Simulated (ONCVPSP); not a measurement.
# u(r) = r·R(r): atom against pseudo-atom (Mg)

Columns: radius, all-electron u(r) and pseudo u(r) of the 2s shell (level -80.39 eV) of magnesium in the configuration [He] 2s2 2p6 3s1.75 3p0.25; PBE, scalar-relativistic, ONCV scheme, ONCVPSP 4.0.1.

| r (bohr) | all-electron | pseudo |
| --- | --- | --- |
| 0.070 | -0.5593 | 0.2466 |
| 0.140 | -0.2654 | 0.4805 |
| 0.210 | 0.2103 | 0.6903 |
| 0.280 | 0.6334 | 0.8666 |
| 0.350 | 0.9399 | 1.0034 |
| 0.420 | 1.1280 | 1.0977 |
| 0.490 | 1.2184 | 1.1498 |
| 0.560 | 1.2371 | 1.1633 |
| 0.630 | 1.2058 | 1.1432 |
| 0.700 | 1.1427 | 1.0965 |
| 0.770 | 1.0610 | 1.0303 |
| 0.840 | 0.9700 | 0.9515 |
| 0.910 | 0.8764 | 0.8662 |
| 0.980 | 0.7844 | 0.7793 |
| 1.050 | 0.6968 | 0.6945 |
| 1.120 | 0.6152 | 0.6143 |
| 1.190 | 0.5404 | 0.5401 |
| 1.260 | 0.4727 | 0.4726 |
| 1.330 | 0.4120 | 0.4120 |
| 1.400 | 0.3580 | 0.3580 |
| 1.470 | 0.3103 | 0.3102 |
| 1.540 | 0.2682 | 0.2682 |
| 1.610 | 0.2314 | 0.2314 |
| 1.680 | 0.1993 | 0.1993 |
| 1.750 | 0.1714 | 0.1714 |
| 1.820 | 0.1472 | 0.1472 |

(1) How many radial nodes do the two functions have?

(2) At about which radius was the pseudo-wave matched?

(3) Where does each function peak?

(4) Is the pseudo-wave norm-conserving?

Results:

(1) The all-electron 2s function has n − l − 1 = 1; the pseudo-wave has 0, since the states of the same l below it are removed with the core.

(2) 1.40 bohr. The columns agree to 0.0005 from 1.19 bohr on; several derivatives are matched, so the curves merge somewhat inside the radius.

(3) Outermost all-electron maximum near 0.56 bohr, pseudo maximum near 0.56 bohr (to the table’s step).

(4) Yes: the ONCV scheme keeps the norm inside the radius equal to the all-electron one, which fixes the energy derivative of the logarithmic derivative at the level.
